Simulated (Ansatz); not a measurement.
`C[C](=O)[InH2]` and `CCC(C)=O` differ in one atom or group.

Ansatz, PBE0-D4/def2-TZVP geometries, multiplicity 1. Each molecule was computed in one conformer, which needn't be the lowest.

Elements past krypton have def2 core potentials.

```csv
property,`C[C](=O)[InH2]`
LUMO energy (ωB97M-V/def2-TZVPP) / eV,-0.31
HOMO–LUMO gap (ωB97M-V/def2-TZVPP) / eV,8.12
size of the dipole moment (B3LYP/def2-TZVPP) / D,2.58
LUMO energy (PBE0/def2-TZVPP) / eV,-1.77
LUMO energy (B3LYP/def2-TZVPP) / eV,-2.06
LUMO energy (PBE/def2-TZVPP) / eV,-2.46
```

**Question.** Give the same properties after the change, and the shifts. (An estimate is asked.)

**Answer.** Ansatz gave: 
| property | `CCC(C)=O` | shift |
| --- | --- | --- |
| LUMO energy (ωB97M-V/def2-TZVPP) / eV | 2.00 | 2.31 |
| HOMO–LUMO gap (ωB97M-V/def2-TZVPP) / eV | 11.59 | 3.47 |
| size of the dipole moment (B3LYP/def2-TZVPP) / D | 2.86 | 0.28 |
| LUMO energy (PBE0/def2-TZVPP) / eV | -0.27 | 1.50 |
| LUMO energy (B3LYP/def2-TZVPP) / eV | -0.56 | 1.50 |
| LUMO energy (PBE/def2-TZVPP) / eV | -1.46 | 1.00 |

With PBE0 the HOMO falls by 0.91 eV and the LUMO rises by 1.50 eV, so the gap widens by about 2.41 eV. PBE moves the HOMO by -0.48 eV and ωB97M-V by -1.17 eV. Dipoles are sizes alone; their direction can turn.

B3LYP here is the variant with VWN-RPA as its local correlation; programs differ in this.
